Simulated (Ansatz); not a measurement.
Coupled-cluster diagnostics for the cluster Te2Pd, Ansatz.

Geometry of the singlet (r2SCAN-D4/def2-TZVP):

Cartesian coordinates in Å:
```
Pd 1.912 -0.406 -0.647
Te -1.894 0.987 -0.116
Te -0.018 -0.581 0.764
```

In the def2 sets Pd, Te take a core potential; there is no spin–orbit coupling. Correlated methods freeze 8 core orbitals; core or outer-core shells of Pd, Te are correlated, in sets that lack core-valence functions. No other spin state of charge 0 was run. The geometry of the singlet was relaxed on an unsound state (an occupied level 0.02 eV above an empty one). Another isomer (triplet) lies 1.10 eV lower at PBE0-D4/def2-TZVP; other spin states weren't run for this one.

(1) Estimate the CCSD(T) correlation energy, the shares of MP2 and (T), T1 and the reference's ⟨S²⟩ for: charge 0, singlet, own geometry in def2-TZVPP; and the rough time on 4 threads of Arm Neoverse V1 on a shared host.

Answers

(1) 
```
                          state       basis  correlation (eV)  MP2 share (%)  (T) share (%)     T1  ⟨S²⟩ (pure)  wall time                  remarks
charge 0, singlet, own geometry  def2-TZVPP           -42.605          103.5            3.9  0.028  0.00 (0.00)      4 min  restricted SCF unstable
```
Customary marks for T1 are 0.02 (closed shells), 0.045 (open shells) and about 0.05 (3d metals). T1 exceeds 0.02 in 1 of 1 rows and 0.045 in 0; the higher it lies, the less the single-reference result can be trusted.
